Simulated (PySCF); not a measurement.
**Electron correlation in Sr(3+) (strontium, charge +3)**

[Ar] 3d10 4s2 4p5, 2P determinant. Calculation: PySCF 2.14, in Sapporo-DKH3-DZP-2012 (7s6p2d, 35 functions); the spin-free X2C one-electron Hamiltonian (Gaussian nucleus). Frozen: [Ar] 3d10 4s2; 5 electrons correlated.

Total MP2 correlation energy: -76.00 mhartree.

Same-spin part -22.97 and opposite-spin part -53.04 mhartree; SCS-MP2 scales them by 1/3 and 6/5 to -71.30 mhartree.

```tsv
level	correlation energy (mhartree)
CCSD	-86.60
(T)	-0.06
CCSD(T)	-86.66
```

Diagnostics: T1 = 0.0010, D1 = 0.0017, largest double amplitude 0.039.

Is a single reference adequate?

Yes, within this model without spin-orbit coupling: T1 lies below 0.03 and no double amplitude reaches 0.07.
